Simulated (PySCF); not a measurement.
## Cr⁺: ionisation energy

Cr⁺ [Ar] 3d5 (6S) → Cr²⁺ [Ar] 3d4 (5D), as a difference of total energies. Calculation: PySCF 2.14, in def2-TZVPPD (6s6p4d2f1g, 67 functions); the non-relativistic Hamiltonian (point nucleus). Correlated levels: valence: [Ar] frozen. The calculations carry no spin-orbit coupling.

```
           method  ionisation energy (eV)  plus first-order spin-orbit estimate  difference from reference of that sum (eV)
              UHF                  15.130                                15.083                                      -1.403
    MP2 (valence)                  16.087                                16.040                                      -0.446
SCS-MP2 (valence)                  15.449                                15.402                                      -1.084
   CCSD (valence)                  16.110                                16.063                                      -0.423
CCSD(T) (valence)                  16.139                                16.093                                      -0.393
```

Reference: 16.486 eV (measured; NIST Atomic Spectra Database, ionization energies).

A first-order spin-orbit estimate (lowest level to lowest level, LS coupling) adds -0.047 eV.

These non-relativistic numbers lack the scalar-relativistic shift.

Errors of the correlated levels include the incompleteness of this basis and the frozen core.
